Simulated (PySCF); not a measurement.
Molecule: SMILES CCNCC(C)C, C6H15N.

Cartesian coordinates in Å; atom numbers follow the order of the lines, from 1:
```xyz
22

C     2.958    0.833    0.351
C     2.201   -0.498    0.419
N     0.954   -0.547   -0.316
C    -0.121    0.267    0.218
C    -1.426   -0.009   -0.536
C    -1.815   -1.478   -0.401
C    -2.541    0.897   -0.019
H     3.176    1.090   -0.684
H     2.373    1.636    0.792
H     3.897    0.756    0.892
H     2.838   -1.292    0.018
H     1.977   -0.739    1.462
H     1.119   -0.299   -1.288
H     0.092    1.350    0.176
H    -0.248   -0.007    1.270
H    -1.259    0.213   -1.597
H    -0.986   -2.106   -0.714
H    -2.051   -1.709    0.636
H    -2.685   -1.702   -1.013
H    -3.460    0.720   -0.573
H    -2.731    0.699    1.034
H    -2.272    1.946   -0.128
```

Frames of a GFN2-xTB Langevin trajectory at 400 K; GIAO PBE0/pcSseg-1 shieldings in PySCF, gas phase, non-relativistic; equivalent atoms averaged within each frame.

Chemical shifts δ = σref − σ; ¹³C (186.93 ppm) and ¹H (31.72 ppm) vs TMS; ¹⁵N (267.73 ppm) vs NH3, all at this level. The references are static minima.

**Question.** How do the shifts (ppm) fluctuate along the trajectory?

**Answer.** 
```csv
time (fs),C4,C2,C5,C6/C7,C1,N3,H11/H12,H14/H15,H17/H18/H19/H20/H21/H22,H16
optimised geometry,59.6,48.8,34.7,22.7,17.1,66.1,2.96,2.46,1.06,1.20
250,61.4,52.1,34.3,22.3,12.7,54.2,3.36,2.65,1.23,0.79
425,42.3,54.9,33.2,28.0,17.3,60.1,4.33,0.89,1.08,1.54
625,67.7,43.7,23.0,26.0,18.3,47.9,3.09,3.99,1.26,0.83
800,73.0,46.0,35.2,26.4,22.4,40.2,2.48,3.95,1.45,2.02
1000,64.5,62.9,40.6,25.8,23.5,74.4,4.53,1.45,1.53,2.23
mean of frames,61.8,51.9,33.3,25.7,18.8,55.4,3.56,2.59,1.31,1.48
standard deviation,11.7,7.6,6.4,2.1,4.3,13.0,0.86,1.41,0.18,0.66
```

5 frames give an uncertainty of the mean of about the standard deviation over 2.2 at best, since frames this close in time may not be independent; classical motion lacks zero-point vibration, and the reference would need the same averaging.
